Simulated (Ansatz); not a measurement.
A CCSD(T) single point on `N[SiH](Cl)[GeH2][F]`.

```yaml
crystal:
  periodic: [false, false, false]
  atoms:
    - {symbol: N, position_ang: [-0.369615, 1.450890, 1.021235]}
    - {symbol: Si, position_ang: [-0.222839, -0.228821, 0.828966]}
    - {symbol: Cl, position_ang: [1.326868, -1.116806, 1.896590]}
    - {symbol: Ge, position_ang: [0.322078, -0.758306, -1.429772]}
    - {symbol: F, position_ang: [-0.969831, -0.177544, -2.458704]}
    - {symbol: H, position_ang: [0.295584, 2.093603, 0.624027]}
    - {symbol: H, position_ang: [-0.844420, 1.846099, 1.816697]}
    - {symbol: H, position_ang: [-1.468454, -0.854272, 1.325132]}
    - {symbol: H, position_ang: [1.591829, -0.037592, -1.920789]}
    - {symbol: H, position_ang: [0.421900, -2.268251, -1.700382]}
basis:
  gaussian: {orbitals: def2-TZVPP}
correlation: {method: ccsd_t}
```

```sh
$ ansatz run in.yaml --threads 4 --pin off --events-out ev --progress --plain --max-ram 10444MiB
```

The program prints (abridged):

```
Functional definition: HF
1594 factors; integrals over basis functions are off by at most 1.1e-3 eV
mean field evaluation 1: about -81107.8398 eV, gradient 4.5e1 eV
mean field evaluation 2: about -81108.0679 eV, gradient 4.5e1 eV
mean field evaluation 4: about -81112.2547 eV, gradient 3.6e0 eV
mean field evaluation 8: about -81112.3177 eV, gradient 3.0e-1 eV
mean field -81112.31796128 eV, -2980.8227051733 hartree, gradient 7.9e-6 eV, S^2 0.000000; 0 other end points of the search recorded, 0 dependent functions left out
21 core orbitals not correlated: weight in the atoms' cores, before any rotation towards them, 1.000 or more for the frozen orbitals, at most 0.000 for the correlated occupied ones
reference -81112.31796128 eV, -2980.8227051733 hartree; 21, 21 occupied and 222, 222 virtual orbitals, 1594 factors
second order -27.97406291 eV of doubles, -0.00000000 eV of singles
cycle   1  -28.25911504 eV  change   -2.9e-1 eV  update   1.2e-1
cycle   2  -28.95719153 eV  change   -7.0e-1 eV  update   3.4e-2
cycle   3  -29.10108096 eV  change   -1.4e-1 eV  update   1.8e-2
cycle   4  -29.08657896 eV  change    1.5e-2 eV  update   4.2e-3
cycle   5  -29.08277433 eV  change    3.8e-3 eV  update   1.8e-3
cycle   6  -29.08365957 eV  change   -8.9e-4 eV  update   5.8e-4
cycle   7  -29.08345439 eV  change    2.1e-4 eV  update   2.1e-4
cycle   8  -29.08335397 eV  change    1.0e-4 eV  update   7.8e-5
cycle   9  -29.08338405 eV  change   -3.0e-5 eV  update   3.1e-5
perturbative correction -1.05800632 eV, -0.0388810152 hartree
Total energy: -81142.45935165 eV, -2981.9303808389 hartree
```

Run time 2.4 min (4 threads of an INTEL XEON PLATINUM 8581C on a shared host); peak host memory 6.4 GiB.

The correlation energy is -30.141 eV, 3.5 % of it from (T); the T1 diagnostic reads 0.0114.
